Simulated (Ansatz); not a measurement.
`[AlH2][O][GaH2]`, charge 0, multiplicity 1.

Problem. Give a relaxed structure at PBE0-D4/def2-TZVP (Ansatz 0.2.0). (Estimate.)

Solution. The calculation gave: 
Cartesian coordinates in Å:
```
Al 0.432 -0.814 -1.419
O 0.006 -0.007 -0.015
Ga -0.447 0.843 1.468
H 1.061 -2.263 -1.302
H 0.190 -0.098 -2.811
H -1.909 0.615 1.964
H 0.668 1.725 2.115
```
Point group C2v.
